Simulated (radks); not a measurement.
Results of a calculation; reference values are marked as such.
Species: the dysprosium ion Dy+. Configuration: [Xe] 4f10 6s1 (the NIST ground configuration). Code: a radial shooting solver on a logarithmic mesh with Libxc functionals. Model: Dirac Kohn-Sham, PBEsol, spin-unpolarised, spherical densities, point nucleus; open shells are shared between the two j in proportion to 2j + 1; speed of light set to 102.777 atomic units (0.75 times the physical value, a model run).

Unscreened Slater integrals over Kohn-Sham orbitals (hartree). Large and small components are both included.

F0(4f7/2,4f7/2): 1.0192
F2(4f7/2,4f7/2): 0.46085
F4(4f7/2,4f7/2): 0.28503
F6(4f7/2,4f7/2): 0.20396
F0(4f7/2,4f5/2): 1.0404
F2(4f7/2,4f5/2): 0.47217
F4(4f7/2,4f5/2): 0.29232
G2(4f7/2,4f5/2): 0.47024
G4(4f7/2,4f5/2): 0.29120
G6(4f7/2,4f5/2): 0.20847
F0(4f7/2,6s1/2): 0.33574
G3(4f7/2,6s1/2): 0.017370
F0(4f7/2,5p3/2): 0.67718
F2(4f7/2,5p3/2): 0.23870
G2(4f7/2,5p3/2): 0.13961
G4(4f7/2,5p3/2): 0.10352
F0(4f5/2,4f5/2): 1.0625
F2(4f5/2,4f5/2): 0.48425
F4(4f5/2,4f5/2): 0.30014
F0(4f5/2,6s1/2): 0.33697
G3(4f5/2,6s1/2): 0.015727
F0(4f5/2,5p3/2): 0.68444
F2(4f5/2,5p3/2): 0.23631
G2(4f5/2,5p3/2): 0.13369
G4(4f5/2,5p3/2): 0.099962
F0(6s1/2,6s1/2): 0.26051
F0(6s1/2,5p3/2): 0.32137
G1(6s1/2,5p3/2): 0.034677
F0(5p3/2,5p3/2): 0.57630
F2(5p3/2,5p3/2): 0.30801
